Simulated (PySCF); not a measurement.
These 4 structures share the formula C8H8. Computed with PySCF 2.14.0, PBE0-D3(BJ)/def2-SVP geometry optimisation, gas phase. One conformer each; no zero-point energy, no entropy. No frequencies were run at this level. Point groups hold within 0.08 Å.

Question: Order them by energy at this level, lowest first, and give relative energies in kcal/mol.
A. `[CH2:1]=[CH:2][c:3]1[cH:4][cH:5][cH:6][cH:7][cH:8]1` with C1–C2–C3–C4 0°
B. `[CH:1]1=[CH:2][C@H:3]2[C@H:4]3[CH:5]=[CH:6][C@@H:7]1[C@@H:8]23` with C1–C2–C3–C4 -55°, C2–C3–C4–C5 0°, C3–C4–C5–C6 55°, C5–C6–C7–C8 16°
C. `[CH:1]#[C:2][C:3]1([C:4]#[CH:5])[CH2:6][CH2:7][CH2:8]1` with C2–C3–C6–C7 137°, C3–C6–C7–C8 -19°, C6–C7–C8–C3 19°, C2–C3–C8–C7 -137°
D. cubane, `C12C3C4C1C1C2C3C14`

Answer: A (0.0), B (33.5), D (96.7), C (102.9).

As drawn, the lowest has an aromatic ring and a C=C bond outside aromatic rings, which the highest lacks; the highest has a four-membered ring, a C≡C bond and a quaternary carbon, which the lowest lacks.

```tsv
SMILES	E (Eh)	E rel (kcal/mol)	dipole (D)	point group	A, B, C (MHz)
C=Cc1ccccc1	-309.06586	0.0	0.15	Cs	5180, 1543, 1189
C1=CC2C3C=CC1C23	-309.01249	33.5	0.18	Cs	3489, 3011, 2279
C12C3C4C1C1C2C3C41	-308.91167	96.7	0.00	Oh	3393, 3393, 3393
C#CC1(C#C)CCC1	-308.90195	102.9	0.93	Cs	2515, 2093, 1390
```
